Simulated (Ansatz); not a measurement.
`[OH][Sb]([F])[SiH3]` and `[OH][Sb]([F])[F]` differ in one atom or group.

Ansatz, PBE0-D4/def2-TZVP geometries, multiplicity 1. Each molecule was computed in one conformer, which needn't be the lowest.

Elements past krypton have def2 core potentials.  Spin–orbit coupling is left out; it splits and shifts lone-pair levels of the heavy atoms by tenths of an eV.

```
                                          property  `[OH][Sb]([F])[SiH3]`
                HOMO energy (PBE0/def2-TZVPP) / eV                  -7.26
    size of the dipole moment (PBE/def2-TZVPP) / D                   1.99
               LUMO energy (B3LYP/def2-TZVPP) / eV                  -1.70
             HOMO energy (ωB97M-V/def2-TZVPP) / eV                  -9.24
                LUMO energy (PBE0/def2-TZVPP) / eV                  -1.47
size of the dipole moment (ωB97M-V/def2-TZVPP) / D                   2.30
```

Give the same properties after the change, and the shifts. (Best estimate.)

The calculation gave: 
| property | `[OH][Sb]([F])[F]` | shift |
| --- | --- | --- |
| HOMO energy (PBE0/def2-TZVPP) / eV | -9.29 | -2.03 |
| size of the dipole moment (PBE/def2-TZVPP) / D | 1.89 | -0.10 |
| LUMO energy (B3LYP/def2-TZVPP) / eV | -1.56 | 0.14 |
| HOMO energy (ωB97M-V/def2-TZVPP) / eV | -11.52 | -2.28 |
| LUMO energy (PBE0/def2-TZVPP) / eV | -1.29 | 0.18 |
| size of the dipole moment (ωB97M-V/def2-TZVPP) / D | 2.08 | -0.22 |

With PBE0 the HOMO falls by 2.03 eV and the LUMO rises by 0.18 eV, so the gap widens by about 2.21 eV. PBE moves the HOMO by -1.72 eV and ωB97M-V by -2.28 eV. The zero-point energy changes by -59.3 kJ/mol with -9 modes. Dipoles are sizes alone; their direction can turn.

Positive LUMOs are unbound, so they and the gaps depend on the basis.

B3LYP here is the variant with VWN-RPA as its local correlation; programs differ in this.
